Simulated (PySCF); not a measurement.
**²⁹Si chemical shifts**

PySCF 2.14.0 with density-fitted response routines calculation with GIAO PBE0/pcSseg-1 shieldings and GFN2-xTB geometry; fast rotation and ring inversion assumed for equivalent nuclei, relativity neglected, gas phase, single conformer.

Shieldings were converted by a linear fit to measured shifts: ²⁹Si (scatter 8.9 ppm rms, 25.8 ppm with the 6 outliers that the fit left out vs TMS, solution or neat liquid). Occasional misses reach two or three times the rms, and more in compound classes unlike the fitted ones.

**Question.** Give the ²⁹Si shifts of `C/C([SiH3])=C(\F)C#N`.

**Answer.** 
```tsv
compound	environment	δ (ppm)
C/C([SiH3])=C(\F)C#N	silicon bonded to C, 3 H	-63.9
```

**Question.** Match the shifts -17.3, -66.4, -77.1, -127.0 ppm to `N#C[Si@@H]1C[C@H]1CF`, `C#C/C=C\[Si@@H](N)F`, `N#C[SiH2]/C=C/CF`, `N#CC/C(F)=C\[SiH3]`.

**Answer.** -17.3: C#C/C=C\[Si@@H](N)F (silicon bonded to C, F, N, H); -66.4: N#C[SiH2]/C=C/CF (silicon bonded to 2 C, 2 H); -77.1: N#CC/C(F)=C\[SiH3] (silicon bonded to C, 3 H); -127.0: N#C[Si@@H]1C[C@H]1CF (silicon bonded to 3 C, H, in a 3-membered ring).
